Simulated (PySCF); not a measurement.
Species: C2H5NO2Si.
Atom-mapped SMILES: `[CH3:1][O:2][Si@H:3]([OH:4])[C:5]#[N:6]` (hydrogens: H7, H8, H9 on C1; H10 on Si3; H11 on O4)

Cartesian coordinates in Å at the PBE0-D3(BJ)/def2-SVP level; atoms count from 1:
```xyz
11
C2H5NO2Si angstrom
C      1.761   -0.001    0.245
O      0.606   -0.765    0.014
Si    -0.947   -0.425    0.424
O     -1.983   -1.349   -0.445
C     -1.189    1.384    0.008
N     -1.301    2.507   -0.261
H      1.628    1.049   -0.070
H      2.587   -0.436   -0.336
H      2.047   -0.012    1.311
H     -1.271   -0.628    1.850
H     -1.903   -1.346   -1.404
```

Level of theory: PySCF 2.14.0, PBE0-D3(BJ)/def2-SVP geometry optimisation, gas phase.

Masses are those of the commonest isotopes; rigid-rotor values at the optimised geometry. The values belong to one conformer with, in the numbering `[CH3:1][O:2][Si@H:3]([OH:4])[C:5]#[N:6]`, C1–O2–Si3–O4 162°, O2–Si3–O4–H -53°.

(1) Give the principal moments of inertia and the rotational constants in MHz.

(2) What kind of rotor is it?

(3) Is it planar, by Δ = Ic − Ia − Ib?

(4) List the rotational levels J(Ka,Kc) to J = 3 (cm⁻¹).

(5) Which lines would a microwave search look for?

(6) Estimate the classical rotational partition function at 10 K, 25 K and 500 K.

Answers

(1) Ia = 161.42, Ib = 187.21, Ic = 319.52 u·Å²; 505379 MHz·u·Å²/I gives A = 3131, B = 2700, C = 1582 MHz.

(2) An asymmetric top; Ray's κ = 0.443.

(3) Not planar: Δ = Ic − Ia − Ib = -29.10 u·Å². For a rigid frame Δ = −2 Σ m c², so Σ m c² = 14.55 u·Å² lies off the ab plane: 6.82 from hydrogen and 7.73 from heavier atoms. The atom farthest from that plane is 1.86 Å away.

(4) Above 0(0,0):
J = 1: 1(0,1) 0.1428, 1(1,1) 0.1572, 1(1,0) 0.1945
J = 2: 2(0,2) 0.4021, 2(1,2) 0.4055, 2(1,1) 0.5174, 2(2,1) 0.5606, 2(2,0) 0.5869
J = 3: 3(0,3) 0.7641, 3(1,3) 0.7646, 3(1,2) 0.9730, 3(2,2) 0.9890, 3(2,1) 1.0817, 3(3,1) 1.1675, 3(3,0) 1.1829
Those of J = 1 are B + C, A + C and A + B.

(5) The dipole components are |μa| = 2.51 D, |μb| = 0.32 D, |μc| = 0.41 D. Intensities carry the squares of the components, which stand as 1.00 : 0.02 : 0.03 (a : b : c). Some lines, for components of 0.1 D or more:

| type | branch | J(Ka,Kc) | MHz | lower level (cm⁻¹) |
| --- | --- | --- | --- | --- |
| b | Q | 3(2,1) ← 3(1,2) | 3260 | 0.973 |
| a | Q | 4(1,3) ← 4(1,4) | 9084 | 1.230 |
| b | R | 2(2,1) ← 1(1,0) | 10974 | 0.194 |
| c | R | 2(1,1) ← 1(0,1) | 11229 | 0.143 |
| a | R | 3(1,2) ← 2(1,1) | 13658 | 0.517 |
| a | R | 4(1,4) ← 3(1,3) | 13964 | 0.765 |
| a | R | 3(2,1) ← 2(2,0) | 14835 | 0.587 |
| a | R | 4(2,2) ← 3(2,1) | 19347 | 1.082 |
| c | R | 4(2,2) ← 3(1,2) | 22607 | 0.973 |
| c | R | 4(2,3) ← 3(1,3) | 23155 | 0.765 |
| b | R | 4(4,1) ← 3(3,0) | 23890 | 1.183 |

(6) Point group C1, symmetry number σ = 1; q = (√π/σ)·√((kT/h)³/(ABC)), k/h = 20836.6 MHz/K: 1460 at 10 K, 5760 at 25 K, 516000 at 500 K.

No frequency check. Constants of a rigid frame at the computed geometry: no zero-point averaging, no centrifugal distortion. A rigid rotor knows nothing of internal rotation, which can split or shift real lines. Quadrupole hyperfine structure (14N) is left out.
